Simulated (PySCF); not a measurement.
**Polarisability and C₆ of Rb⁻ (rubidium, charge -1)**

[Kr] 5s2, closed-shell 1S. All numbers are calculated (PySCF 2.14, no relativity, point nucleus, in dyall-av2z (22s16p9d, 115 functions)). Coupled (time-dependent) response in atomic units; α is the mean over directions. A double-zeta set is small for polarisabilities.

| method | mean α (bohr³) | C₆ (like pair) | S(−4) |
| --- | --- | --- | --- |
| LC-wPBE | 1804 | 78640 | 1890000 |

S(−4) is the Cauchy moment in α(ω) = α(0) + S(−4) ω² + …

α(iu) at LC-wPBE:

```csv
u (hartree),α(iu) (bohr³)
0,1804
0.0500,539.7
0.100,187.0
0.200,57.72
0.300,30.31
0.500,14.85
0.750,8.825
1.00,6.016
1.50,3.312
2.00,2.075
3.00,1.025
5.00,0.4051
```

A single London oscillator, α(iu) = α/(1 + u²/ω²), gives C₆ = (3/4) ω α². Matching the computed C₆ needs ω = 4 × 78640 / (3 × 1804²) = 0.0322 hartree.

For an ion, C₆ is the dispersion term alone; charge-induced terms of lower order in 1/R come first.

A non-relativistic calculation at this Z misses sizeable relativistic shifts.
